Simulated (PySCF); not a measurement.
Telling isomers of C₆H₁₀NP apart by NMR

- structure optimised with GFN2-xTB
- NMR shieldings at PBE0/pcSseg-1/GIAO
- program: PySCF
- no solvent model, equivalent nuclei averaged, non-relativistic Hamiltonian, one computed conformer

Shifts are taken against calculated references (same method and geometry level): ¹H (31.72 ppm), ¹³C (186.93 ppm) against TMS. Splittings of carbon signals by F and P are missing where no couplings were computed. Where no couplings were computed, multiplicities follow the n + 1 count of equivalent neighbours, and m marks all less simple cases (inequivalent or close neighbours, rings, F or P nearby). Shifts are as computed. Against solution values, carbons near 30 ppm lie about +3 ppm off and those near 130 ppm about +5 ppm. Of 1211 compounds with measured shifts, 218 miss one by over three times the rms of a fit or turn the order of signals round; such compounds aren't used in these exercises.

(1) Tabulate the signals of `CCc1cn(C)cp1`, `CCc1pccn1C` and their relative energies.

(2) What is the quickest way to tell CCc1cn(C)cp1 from CCc1pccn1C?

## Answers

(1) 
| SMILES | carbon types | δC | δH | E rel. (kcal/mol) |
| --- | --- | --- | --- | --- |
| CCc1cn(C)cp1 | 1×C 2×CH 1×CH2 2×CH3 | 163.3, 160.0, 130.9, 40.4, 28.1, 25.5 | 7.67 (m, 1H), 7.25 (m, 1H), 3.91 (s, 3H), 2.81 (m, 2H), 1.24 (t, 3H) | 0.3 |
| CCc1pccn1C | 1×C 2×CH 1×CH2 2×CH3 | 179.6, 134.7, 134.0, 36.4, 27.7, 22.3 | 7.16 (m, 1H), 7.14 (m, 1H), 3.82 (s, 3H), 2.97 (m, 2H), 1.25 (t, 3H) | 0.0 |

Energies are electronic energies at PBE0/pcSseg-1 on these geometries, without zero-point or thermal terms, each for the one conformer computed, which needn't be the lowest.

(2) Both give the same number of carbon signals, with the same numbers of each carbon type, so the positions decide. The first has an aromatic CH next to a ring nitrogen at 160.0 ppm, the second a substituted aromatic carbon next to a ring nitrogen (C) at 179.6 ppm. Their most deshielded carbons lie at 163.3 and 179.6 ppm. In the proton spectra the most deshielded non-exchanging signals are 7.67 (m, 1H) and 7.16 (m, 1H).
